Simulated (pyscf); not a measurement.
Structures and frequencies: ωB97X-D3(BJ)/def2-SVP in PySCF. Correlated levels are frozen-core, on RHF or UHF. ΔMP2 is the change of the MP2 total energy from the triple- to the quadruple-zeta basis.

**Question.** H₃Si–SiH(Cl)–Cl → H₃Si–Cl + :HSi–Cl [singlet]
Surface: singlet. Broken: Si–Si, Cl–Si. Formed: Cl–Si. Give ΔE‡ and ΔE from CCSD(T)/def2-TZVPP + ΔMP2(QZVPP), relative to the reactant's lowest minimum found.

**Answer.** ΔE‡ = 50.1 kcal/mol, ΔE = +47.0 kcal/mol. Zero-point energy shifts the barrier by -0.7 kcal/mol. It is a 1,1-elimination, with an imaginary mode of 291i cm⁻¹. On the product side the descent ends in a bound adduct, 9.2 kcal/mol under the separated species and 6.0 kcal/mol under the saddle at ωB97X-D3(BJ)/def2-TZVP. One saddle was located; it need not be the lowest between these sides. The CCSD(T) − MP2 part came from Ansatz, without density fitting, on the same reference.
